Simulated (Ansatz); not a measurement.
H3Cl3OSiTi (SMILES [SiH3][O][Ti]([Cl])([Cl])[Cl]), singlet, geometry from GFN2-xTB (such geometries of metal compounds can be far from the true shape). Base run: B3LYP/STO-3G run with Ansatz (a program for electronic structure).

Input for Ansatz:
Ansatz 0.2 input:
```yaml
crystal:
  periodic: [false, false, false]
  atoms:
    - {symbol: Ti, position_ang: [-0.19088645, 0.17134548, 0.16705506]}
    - {symbol: Cl, position_ang: [0.10273445, 2.25162600, -0.15700496]}
    - {symbol: Cl, position_ang: [0.05007405, -0.15709515, 2.25340592]}
    - {symbol: Cl, position_ang: [-2.23046333, -0.22956473, -0.27813287]}
    - {symbol: O, position_ang: [0.86045512, -0.77237066, -0.75303081]}
    - {symbol: Si, position_ang: [1.87493275, -1.68299660, -1.64085503]}
    - {symbol: H, position_ang: [3.06299385, -1.90326208, -0.80389858]}
    - {symbol: H, position_ang: [2.17179187, -0.90143291, -2.84979466]}
    - {symbol: H, position_ang: [1.15214896, -2.92841165, -1.93585867]}
basis:
  gaussian:
    orbitals: STO-3G
hamiltonian:
  xc: b3lyp
```

Variants of this job, named by their change:

| change | basis functions | E (Eh) |
|---|---|---|
| base | 62 | -2568.83853 |
| basis = ANO-RCC-VDZP; relativity = spin-free X2C | 135 | -2606.35824 |
| basis = cc-pVDZ-DK; relativity = none | 144 | -2594.15626 |
| basis = jorge-DZP-DKH; relativity = spin-free X2C | 169 | -2606.28707 |
| basis = cc-pVDZ-DK; relativity = spin-free X2C; nucleus = Gaussian | 144 | -2606.26277 |
| basis = cc-pVDZ-DK; relativity = spin-free X2C | 144 | -2606.26626 |
| basis = jorge-DZP-DKH; relativity = none | 169 | -2595.40059 |
| basis = jorge-DZP-DKH; relativity = spin-free X2C; nucleus = Gaussian | 169 | -2606.28370 |
| basis = ANO-RCC-VDZP; relativity = spin-free X2C; nucleus = Gaussian | 135 | -2606.35470 |
| basis = ANO-RCC-VDZP; relativity = none | 135 | -2594.11486 |

Totals shift with the method and basis; they matter in differences.

Ansatz warned in this series: the basis is contracted for relativity, which the run leaves out.

Basis sets contracted for a relativistic Hamiltonian are a mismatch without it, so the rows without relativity aren't non-relativistic limits. No row has spin-orbit coupling; sets with core potentials leave out the core electrons.
